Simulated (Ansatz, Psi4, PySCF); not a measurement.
C$_{3}$H$_{5}$ (SMILES [CH]=CC), doublet, at a GFN2-xTB geometry. Base run: B3LYP5/6-31G** (PySCF).

The PySCF input:
```python
from pyscf import gto, scf, dft

mol = gto.M(
    atom='''
C     1.32517045    0.17996425   -0.00948946
C     0.06095864    0.44136230   -0.01602886
H     2.25652235    0.69360547   -0.03009773
H    -0.31124892    1.47566041   -0.05242127
C    -1.04589578   -0.57280156    0.02299841
H    -0.64250733   -1.58055333    0.05836424
H    -1.67008190   -0.40821458    0.90058097
H    -1.67408412   -0.47164793   -0.86130678
''',
    basis='6-31g**',
    spin=1,
    verbose=4,
)

mf = dft.UKS(mol)
mf.xc = 'b3lyp5'
mf.kernel()
```

The same geometry, method and basis name were run in Ansatz (a quantum-chemistry and plane-wave program) and Psi4 and PySCF, at each program's defaults and at the settings that a row names. The base is PySCF at its defaults. Differences at the defaults can come from grids, fitting, cores and function types together.

```
code and settings                                                                             ΔE vs base (µEh)  basis functions      E (Eh)  SCF cycles  dipole (D)
--------------------------------------------------------------------------------------------  ----------------  ---------------  ----------  ----------  ----------
PySCF, defaults (exact integrals, its default grid, spherical functions)                                   0.0               67  -117.14047          11        0.65
Psi4, defaults (density fitting with its default set, its default grid, Cartesian functions)             -2643               70  -117.14311          10        0.65
Ansatz, defaults (factorised integrals, its default grid, Cartesian functions)                           -2632               70  -117.14310           -           -
PySCF, density fitting with def2-universal-jkfit                                                         -44.6               67  -117.14052          11        0.65
PySCF, fine grid                                                                                          -1.4               67  -117.14047          11        0.65
Psi4, exact integrals, spherical functions, fine grid                                                     -1.3               67  -117.14047          14        0.65
Ansatz, high accuracy, Cartesian functions as the basis file defines them                                -2632               70  -117.14310           -           -
```

Open shells are given as the SCF converged; they aren't shown to be the lowest states, and a large step between rows can be another state.
